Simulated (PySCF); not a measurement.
PySCF was given this input:
```python
from pyscf import gto, scf, cc

mol = gto.M(
    atom='''
C     0.000000    0.000000   -0.000000
F     0.761567    0.766691    0.747684
F    -0.749402   -0.756914    0.769615
F    -0.767915    0.750644   -0.757410
F     0.755750   -0.760420   -0.759889
''',
    basis='sto-3g',
    charge=0,
    spin=0,
    verbose=4,
)

mf = scf.RHF(mol)
mf.kernel()

mycc = cc.CCSD(mf)
mycc.diis_space = 10
mycc.kernel()
et = mycc.ccsd_t()
print('E(CCSD(T)) = %.10f' % (mycc.e_tot + et))
mf.analyze()
```

### Question
Give the coupled-cluster correlation energy (without the perturbative part) at the level CCSD(T)/STO-3G in PySCF.

### Answer
-0.1321 Eh

### Question
Predict the T1 diagnostic from CCSD(T)/STO-3G.

### Answer
0.007

### Question
Give the MP2 correlation energy at the level CCSD(T)/STO-3G.

### Answer
-0.1085 Eh
